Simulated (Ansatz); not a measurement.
## Which level was it?

The species is CH2NOSi (6 atoms), meant as a doublet with charge 0. SMILES: `O=C=N[SiH2]`. The shape is that of a PBE0-D4/def2-TZVP optimisation.

```xyz
6

O     1.0897   -2.0257    1.6104
C     0.6485   -1.1778    0.9454
N     0.2163   -0.2849    0.2792
Si   -0.6833    0.5916   -0.8753
H     0.2613    1.2142   -1.8391
H    -1.4905    1.6187   -0.1668
```

A calculation with Ansatz 0.2.0 gave:

The total energy is -458.7613 Eh, the HOMO energy is -8.57 eV and the LUMO energy is -1.38 eV. The ⟨S²⟩ is 0.753.

Q: Which of these levels gave the numbers?
A. wB97X/6-311+G**
B. B3LYP/6-31G* (spherical functions)
C. BHLYP/6-311+G**
D. r2SCAN/6-311+G**

A: A. The others give -458.7065 Eh (r2SCAN/6-311+G**), -458.7537 Eh (B3LYP/6-31G* (spherical functions)), -458.7237 Eh (BHLYP/6-311+G**).
